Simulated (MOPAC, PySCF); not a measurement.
Relaxed torsion scan: C₂H₄OS, SMILES O/C=C\S. Scanned: dihedral C2–C3–S4–H8; all other coordinates were relaxed at B3LYP-D3(BJ)/def2-SVP. Points at φ and −φ are mirror images. Heavy atoms are numbered in the order of the SMILES O/C=C\S, hydrogens after them in the order of the atoms that carry them; the mirror image has the same energies with the sign of each dihedral reversed.

- RKS-LDA (SVWN5)/6-31G* = restricted LDA (SVWN5)/6-31G*, spherical d // B3LYP-D3(BJ)/def2-SVP in PySCF 2.14.0
- PM7, restricted, heats of formation // B3LYP-D3(BJ)/def2-SVP (MOPAC)
- PM6, restricted, heats of formation // B3LYP-D3(BJ)/def2-SVP (MOPAC)

Energies in kcal/mol, each method relative to its own lowest point.

```tsv
φ / °	RKS-LDA (SVWN5)/6-31G*	PM7	PM6
-150	3.0	0.1	0.5
-120	0.4	0.0	0.0
-90	0.0	0.5	0.4
-60	1.8	1.2	1.3
-30	4.4	1.5	2.1
0	6.8	1.2	2.5
30	4.4	1.5	2.1
60	1.8	1.2	1.3
90	0.0	0.5	0.4
120	0.4	0.0	0.0
150	3.0	0.1	0.5
180	5.5	0.1	0.8
```
